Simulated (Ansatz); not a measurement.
Ti3. The state is a quintet with charge 0. Geometry PBE0-D4/def2-TZVP; atoms count from 1.

```xyz
3

Ti    0.3532   -0.5416   -1.2413
Ti    0.3130   -0.5314    1.2564
Ti   -0.6662    1.0730   -0.0151
```

The charge 0 quintet is spin-contaminated (final ⟨S²⟩ up to 6.83, 6.00 for a pure state). The geometry of the quintet was relaxed on an unsound state (⟨S²⟩ 6.83, where a pure state has 6.00). At PBE0-D4/def2-TZVP a triplet of charge 0 lies 0.19 eV below the quintet, each at its own geometry. That triplet is doubtful there (⟨S²⟩ 4.79, where a pure state has 2.00). The structure comes from a short search, and lower isomers may exist.

**Question.** Estimate the Mulliken populations from the PBE0/def2-TZVP orbitals of Ansatz.

**Answer.** 
| atom | charge (e) | spin (α − β) | d electrons |
| --- | --- | --- | --- |
| Ti1 | -0.05 | 1.24 | 2.73 |
| Ti2 | -0.05 | 1.24 | 2.73 |
| Ti3 | 0.09 | 1.52 | 2.92 |
Mulliken values and Mayer orders depend strongly on the basis.

**Question.** Where does the spin sit?

**Answer.** Summed by element: Ti 4.00, of 4 unpaired in all. Largest on single atoms: Ti3 1.52, Ti1 1.24, Ti2 1.24.

**Question.** And the Mayer bond orders between bonded heavy atoms (over 0.3)?

**Answer.** Ti1–Ti2 1.50 (2.50 Å); Ti1–Ti3 2.04 (2.27 Å); Ti2–Ti3 2.04 (2.27 Å).
